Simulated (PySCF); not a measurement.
**How methods differ on the excitation energy of Tl**

Tl [Xe] 4f14 5d10 6s2 6p1 (2P) → Tl [Xe] 4f14 5d10 6s2 7s1 (2S), as a difference of total energies. Calculation: PySCF 2.14, in aug-cc-pwCVTZ-DK3 (11s10p8d5f1g, 125 functions); scalar relativity by spin-free X2C-1e. Correlated levels: valence: [Xe] 4f14 5d10 frozen; valence and next inner shell: [Kr] 4d10 4f14 frozen. The calculations carry no spin-orbit coupling.

```tsv
method	excitation energy (eV)	error (eV)
UHF	2.443	-0.196
LDA	2.623	-0.016
PBE	2.466	-0.173
PBE0	2.528	-0.111
r2SCAN	2.641	+0.002
MP2 (valence)	2.499	-0.140
SCS-MP2 (valence)	2.500	-0.139
MP2 (valence and next inner shell)	2.508	-0.131
SCS-MP2 (valence and next inner shell)	2.459	-0.180
```

Reference: 2.639 eV (measured; NIST levels, between the centres of gravity of the two terms).

Errors of the correlated levels include the incompleteness of this basis and the frozen core.
